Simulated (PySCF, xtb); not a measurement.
CH5MgNO, SMILES C[O][Mg][NH2].

xtb 6.7.1 with GFN2-xTB at its own geometry gives an orbital gap of 1.98 eV and a dipole moment of 0.79 D.

Geometry: B3LYP-D3(BJ)/def2-SVP. The values are those of a single conformer.

Q: What does r2SCAN/def2-TZVPD (PySCF) give? (An estimate is asked for; the answer gives what the named calculation found.)

A: gap 4.05 eV (levels -5.26 and -1.20 eV), dipole 0.66 D.
